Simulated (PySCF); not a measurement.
In(F)2(Et) (C2H5F2In), SMILES C[CH2][In]([F])[F].

Geometry optimised at PBE0-D3(BJ)/def2-SVP. The structure was generated by enumeration; whether it is a known compound was not checked. The def2 effective core potentials stand for the cores of In; spin–orbit coupling is left out. The values are those of a single conformer.

Two levels are set side by side: TDA-PBE/def2-SVPD (PySCF) and TDA-B3LYP/def2-SVPD (PySCF). Vertical, same geometry. The lowest singlet is HOMO→LUMO 70 %, HOMO−3→LUMO 24 % with PBE and HOMO→LUMO+1 88 % with the other functional; states are paired by order. Differences are taken from unrounded values.

| quantity | TDA-B3LYP | TDA-PBE | TDA-PBE minus TDA-B3LYP |
|---|---|---|---|
| lowest singlet excitation (eV) | 6.04 | 5.48 | -0.56 |
| lowest triplet excitation (TDA) (eV) | 4.60 | 4.35 | -0.25 |
| first bright state (f over 0.05) (eV) | 6.04 | 5.48 | -0.56 |
| its oscillator strength | 0.05 | 0.16 | 0.11 |

A lower first singlet is the usual sign of a functional without exact exchange. Differences between two approximate levels are no errors against the true value.

Rough cost on one machine, each run with all the roots and properties that it gave: TDA-B3LYP against TDA-PBE about 2 times.
